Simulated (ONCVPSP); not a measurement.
**Transferability test, ONCV potential for Co**

Co (Z = 27), optimised norm-conserving Vanderbilt (ONCV), made with ONCVPSP 4.0.1 (PBE, scalar-relativistic). Core [Ne], reference 3s2 3p6 3d7 (charge +2). Waves: 3s: rc 1.15 bohr, ncon 4, nbas 8, qcut 8.6 1/bohr, 1 projector; 3p: rc 1.25 bohr, ncon 5, nbas 9, qcut 9.6 1/bohr, 2 projectors, debl 1.1 Ha; 3d: rc 1.65 bohr, ncon 3, nbas 8, qcut 10.7 1/bohr, 3 projectors, debl 3 Ha. Local part: polynomial inside 1.05 bohr (lpopt 5, dvloc0 0 Ha). Core correction: Teter function fitted to the true core (icmod 2), fcfact 0.4.

In the p channel the program set the typed energies aside and used -3.114, 0.250 Ha.

Energies are relative to the spin-unpolarised reference configuration 3s2 3p6 3d7; without spin polarisation the order of configurations can differ from experiment.

```json
{"valence configuration": "3s2 3p6 3d7 4s2", "charge": "0", "ΔE all-electron (eV)": "-25.816", "error AE − PS (meV)": "+351"}
{"valence configuration": "3s2 3p6 3d7 4s1", "charge": "+1", "ΔE all-electron (eV)": "-16.786", "error AE − PS (meV)": "+227"}
{"valence configuration": "3s2 3p6 3d7 4s1 4p1", "charge": "0", "ΔE all-electron (eV)": "-21.465", "error AE − PS (meV)": "+195"}
```

Task: What are ΔE and the potential's error for 3s2 3p6 3d6?

Result: ΔE = 35.870 eV all-electron; the error (AE − PS) is +94 meV.
